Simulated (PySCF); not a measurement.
# Vibration and rotation of Sr2

RHF-CCSD(T) constants of Sr2, ¹Σg⁺ (singlet), closed shell (Sr def2-SVPD with ECP28; scalar-relativistic core potentials (PySCF 2.14); masses 87.9056 and 87.9056 u):

```
ωe              : 26.9 cm⁻¹
ωexe            : 0.223 cm⁻¹
Be              : 0.014408 cm⁻¹
αe              : 0.000130 cm⁻¹
D (centrifugal) : 1.65e-08 cm⁻¹
De to Sr + Sr   : 0.131 eV
```

Give the vibrational terms G(v) and spacings up to v = 3.

G(v) = ωe(v+½) − ωexe(v+½)².

```json
{"v": "0", "G(v) (cm⁻¹)": "13", "G(v) − G(v−1)": "", "Bv (cm⁻¹)": "0.01434"}
{"v": "1", "G(v) (cm⁻¹)": "40", "G(v) − G(v−1)": "26", "Bv (cm⁻¹)": "0.01421"}
{"v": "2", "G(v) (cm⁻¹)": "66", "G(v) − G(v−1)": "26", "Bv (cm⁻¹)": "0.01408"}
{"v": "3", "G(v) (cm⁻¹)": "91", "G(v) − G(v−1)": "26", "Bv (cm⁻¹)": "0.01395"}
```

How well does the Morse estimate ωe²/(4ωexe) reproduce De, and what is D0?

It gives 0.101 eV, 77 % of the computed De. D0 = De − G(0) = 0.131 − 0.002 = 0.129 eV.

Correlated steps freeze no core orbitals. The bond is weak. Basis-set superposition, not corrected here, can be much of De in a small basis, most of all at correlated wavefunction levels.
